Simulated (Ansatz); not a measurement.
Consider the formal exchange of groups at the Si–C bond: `O=CC[SiH3]` + `[CH3][Al]([OH])[SiH3]` → `[CH3][Al]([SiH3])[SiH3]` + `O=CCO`.

Computed with Ansatz on PBE0-D4/def2-TZVP structures; ΔE is electronic, products minus reactants. CCSD(T)/CBS adds triple-zeta CCSD(T) − MP2 to the extrapolated MP2 energy (def2 sets, frozen cores). Functionals use def2-TZVPP. One conformer a species, not always the lowest.

```csv
species,CAM-B3LYP-D4 energy (Eh)
`O=CC[SiH3]`,-444.53490
`[CH3][Al]([OH])[SiH3]`,-649.55829
`[CH3][Al]([SiH3])[SiH3]`,-864.95485
`O=CCO`,-229.05635
```

**Question.** Work out ΔE.

**Answer.** ΔE = (-864.95485) + (-229.05635) − (-444.53490) − (-649.55829) = 0.08199 Eh = +51.4 kcal/mol. CCSD(T)/CBS gives +51.9 kcal/mol.

Largest T1 diagnostic among the species: 0.014.

At CCSD(T), def2-SVP lies −2.9 kcal/mol from the extrapolated value and def2-TZVPP −0.8 kcal/mol. From BLYP to BHLYP (50 % exact exchange), in def2-TZVPP and without D4, ΔE moves by +2.5 kcal/mol. Leaving LDA and LC-ωPBE aside and taking each functional with its dispersion term where it has one, the values, not all of them listed here, spread over 7.3 kcal/mol, from PBE-D4 to B2PLYP.
